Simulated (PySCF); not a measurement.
pent-1-en-4-yne (C₅H₆), SMILES C#CCC=C.

Geometry: B3LYP-D3(BJ)/def2-SVP. Other conformers were not sampled.

Two levels are set side by side: TDDFT-PBE/def2-SVPD (PySCF) and TDDFT-M06-2X/def2-SVPD (PySCF). Vertical, same geometry. The lowest singlet is HOMO−1→LUMO 55 %, HOMO→LUMO 38 % with PBE and HOMO−1→LUMO+5 21 %, HOMO−2→LUMO+4 10 %, HOMO−1→LUMO 10 %, HOMO−1→LUMO+4 8 % with the other functional; states are paired by order. Differences are taken from unrounded values.

```
quantity                              TDDFT-M06-2X
------------------------------------  ------------
lowest singlet excitation (eV)                5.96
lowest triplet excitation (TDA) (eV)          4.77
```

Task: What does TDDFT-PBE give, and how far is it from TDDFT-M06-2X? (The exact figures need the calculation; the answer reports its results.)

Result: 
```tsv
quantity	TDDFT-PBE	TDDFT-PBE minus TDDFT-M06-2X
lowest singlet excitation (eV)	5.51	-0.45
lowest triplet excitation (TDA) (eV)	4.47	-0.30
```

A lower first singlet is the usual sign of a functional without exact exchange. Differences between two approximate levels are no errors against the true value.

Rough cost on one machine, each run with all the roots and properties that it gave: TDDFT-M06-2X against TDDFT-PBE about 10 times.
